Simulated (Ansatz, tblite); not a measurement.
Removing and adding an electron: the cluster Cu₂Pd. The state is a singlet with charge 0. Geometry: PBE0-D4/def2-TZVP. Ansatz, gas phase; energy differences of separate SCF runs; the oxidised species was run as a doublet alone; the reduced species was run as a doublet alone.

```xyz
3

Pd    0.959   -1.041   -0.072
Cu   -0.389    0.686   -1.145
Cu   -0.570    0.355    1.217
```

In the def2 sets Pd takes a core potential; there is no spin–orbit coupling. The xTB rows come from tblite. HOMO above LUMO, or a gap near zero within one spin, warns that the state may not be the lowest or that an electron is smeared out. The structure comes from a short search, and lower isomers may exist.

```json
{"level": "GFN1-xTB", "−HOMO (eV)": "10.13", "vertical IE (eV)": "13.27", "−LUMO (eV)": "8.66", "vertical EA (eV)": "6.01", "HOMO–LUMO gap (eV)": "1.47", "IE − EA (eV)": "7.26", "remarks": "–"}
{"level": "GFN2-xTB", "−HOMO (eV)": "9.33", "vertical IE (eV)": "12.09", "−LUMO (eV)": "4.81", "vertical EA (eV)": "3.17", "HOMO–LUMO gap (eV)": "4.52", "IE − EA (eV)": "8.92", "remarks": "–"}
{"level": "PBE-D4/def2-TZVP", "−HOMO (eV)": "4.14", "vertical IE (eV)": "7.39", "−LUMO (eV)": "3.00", "vertical EA (eV)": "–", "HOMO–LUMO gap (eV)": "1.14", "IE − EA (eV)": "–", "remarks": "gap within one spin near zero (+1 doublet)"}
{"level": "PBE-D4/def2-TZVPD", "−HOMO (eV)": "4.21", "vertical IE (eV)": "–", "−LUMO (eV)": "3.04", "vertical EA (eV)": "0.96", "HOMO–LUMO gap (eV)": "1.17", "IE − EA (eV)": "–", "remarks": "HOMO above zero (-1 doublet)"}
{"level": "r2SCAN-D4/def2-TZVP", "−HOMO (eV)": "4.14", "vertical IE (eV)": "7.17", "−LUMO (eV)": "2.73", "vertical EA (eV)": "–", "HOMO–LUMO gap (eV)": "1.40", "IE − EA (eV)": "–", "remarks": "–"}
{"level": "r2SCAN-D4/def2-TZVPD", "−HOMO (eV)": "4.20", "vertical IE (eV)": "–", "−LUMO (eV)": "2.77", "vertical EA (eV)": "0.96", "HOMO–LUMO gap (eV)": "1.44", "IE − EA (eV)": "–", "remarks": "HOMO above zero (-1 doublet)"}
{"level": "PBE0-D4/def2-TZVP", "−HOMO (eV)": "5.20", "vertical IE (eV)": "7.04", "−LUMO (eV)": "2.08", "vertical EA (eV)": "–", "HOMO–LUMO gap (eV)": "3.12", "IE − EA (eV)": "–", "remarks": "–"}
{"level": "PBE0-D4/def2-TZVPD", "−HOMO (eV)": "5.26", "vertical IE (eV)": "–", "−LUMO (eV)": "2.11", "vertical EA (eV)": "0.73", "HOMO–LUMO gap (eV)": "3.14", "IE − EA (eV)": "–", "remarks": "HOMO above zero (-1 doublet)"}
```

Relaxing the oxidised species (PBE0-D4/def2-TZVP) changes its energy by -0.02 eV at PBE0-D4/def2-TZVP, so the adiabatic ionisation energy to this nearest minimum is 7.02 eV. At PBE-D4/def2-TZVP that geometry lies 0.01 eV above the vertical one, so it gives no adiabatic value.     A HOMO above zero means that the electron is unbound at that level or that self-interaction error raises the level; the energy of removing that electron tells which. Raw xTB energy differences between charge states are shifted by several eV; the methods need an empirical correction for them.
